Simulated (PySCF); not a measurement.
Basis and Hamiltonian dependence of the excitation energy of Cs

Cs [Xe] 6s1 (2S) → Cs [Xe] 5d1 (2D). Calculated with PySCF 2.14 from differences of total energies of unrestricted determinants, without spin-orbit coupling. Values in eV.

```tsv
basis	Hamiltonian	functions	UHF	LDA	PBE0	CCSD(T) (valence and next inner shell)
def2-TZVPPD with the def2 core potential (46 electrons)	ECP	39	1.744	1.649	1.564	1.953
aug-cc-pVDZ-X2C	spin-free X2C	54	1.733	1.607	1.538	n/a
def2-QZVPPD with the def2 core potential (46 electrons)	ECP	62	1.722	1.626	1.541	1.853
ANO-RCC-VTZP	spin-free X2C	72	1.788	1.649	1.550	1.876
aug-cc-pVTZ-X2C	spin-free X2C	84	1.711	1.593	1.507	n/a
x2c-TZVPPall	spin-free X2C	85	1.719	1.611	1.519	1.819
x2c-TZVPPall with one added diffuse shell each of s, p, d type	spin-free X2C	94	1.716	1.610	1.519	1.819
aug-cc-pwCVTZ-X2C	spin-free X2C	109	1.710	1.596	1.508	1.831
aug-cc-pVQZ-X2C	spin-free X2C	118	1.709	1.590	1.502	n/a
aug-cc-pwCVTZ-X2C with one added diffuse shell each of s, p, d, f type	spin-free X2C	125	1.710	1.596	1.508	n/a
x2c-QZVPPall	spin-free X2C	139	1.855	1.660	1.572	n/a
```

Frozen in the all-electron rows: valence: [Xe]; valence and next inner shell: [Kr] 4d10; with a core potential, the same shells as far as they lie outside it.

Reference for a calculation without spin-orbit coupling: 1.805 eV (measured, between term centres; NIST).
